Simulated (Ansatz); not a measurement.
Gas-phase electronic energies from Ansatz, PBE0-D4/def2-TZVP geometries. CCSD(T)/CBS is the MP2 limit (def2-TZVPP, def2-QZVPP) plus CCSD(T) − MP2 in def2-TZVPP, frozen cores. Functionals use def2-TZVPP. For Ge outer-core shells are correlated without core-valence functions, which leaves a few kJ/mol of doubt a bond. Scalar relativity is left out up to krypton. Each species was taken in one conformer, which may not be the lowest.

Consider the redistribution: `[BH2][AlH][S]C` + `S[CH2][GeH3]` → `BCS` + `C[S][AlH][GeH3]`.

`[BH2][AlH][S]C`:

Cartesian coordinates in Å:
```
B 1.388 1.268 0.513
Al -0.072 0.161 1.581
S -1.417 -1.155 0.477
C -0.882 -0.937 -1.252
H 2.496 0.854 0.314
H 1.168 2.352 0.047
H -0.305 0.180 3.152
H -0.902 0.111 -1.547
H -1.587 -1.485 -1.876
H 0.114 -1.348 -1.410
```

`S[CH2][GeH3]`:

Cartesian coordinates in Å:
```
S 1.627 -0.087 1.299
C 0.305 0.782 0.424
Ge -0.626 -0.365 -0.868
H 0.898 -1.133 1.721
H 0.798 1.592 -0.117
H -0.396 1.235 1.127
H -1.796 0.394 -1.522
H -1.176 -1.591 -0.117
H 0.365 -0.826 -1.946
```

`BCS`:

```xyz
8

B    -0.189   -0.370   -0.957
C    -0.305    0.479    0.332
S     0.700    0.040    1.773
H     0.671   -1.189   -1.111
H    -0.965   -0.162   -1.845
H    -1.352    0.539    0.646
H    -0.060    1.504    0.008
H     1.500   -0.841    1.154
```

`C[S][AlH][GeH3]`:

Cartesian coordinates in Å:
```
C -0.817 -0.601 1.793
S -1.982 0.419 0.837
Al -0.908 0.937 -0.977
Ge 1.390 0.096 -1.353
H -0.385 -0.004 2.594
H -1.376 -1.430 2.226
H -0.018 -1.003 1.169
H -1.701 1.868 -1.982
H 2.432 0.955 -0.608
H 1.587 -1.351 -0.855
H 1.778 0.113 -2.844
```

```csv
level,ΔE (kJ/mol)
ωB97M-V,-83.9
CCSD/CBS(def2),-77.9
```

What does CCSD(T)/CBS give? (An estimate is asked.)

Ansatz gave: -78.6 kJ/mol. The listed levels differ from it by -5.3, 0.7 kJ/mol.

Largest T1 diagnostic among the species: 0.012.
